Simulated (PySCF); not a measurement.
**How methods differ on the excitation energy of Si**

Si [Ne] 3s2 3p2 (3P) → Si [Ne] 3s1 3p3 (5S), as a difference of total energies. Calculation: PySCF 2.14, in dyall-av2z (13s9p2d, 50 functions); the non-relativistic Hamiltonian (point nucleus). Correlated levels: valence: [Ne] frozen; virtual orbitals above 40 to 60 times the deepest correlated orbital energy dropped. The calculations carry no spin-orbit coupling.

| method | excitation energy (cm⁻¹) |
| --- | --- |
| UHF | 21265 |
| LDA | 34780 |
| PBE | 34042 |
| PBE0 | 32666 |
| r2SCAN | 29216 |
| B3LYP | 36660 |
| wB97X-V | 34623 |
| PW91 | 34087 |
| BP86 | 34368 |
| MP2 (valence) | 27772 |
| SCS-MP2 (valence) | 30906 |

A first-order spin-orbit estimate (lowest level to lowest level, LS coupling) adds 0.016 eV.
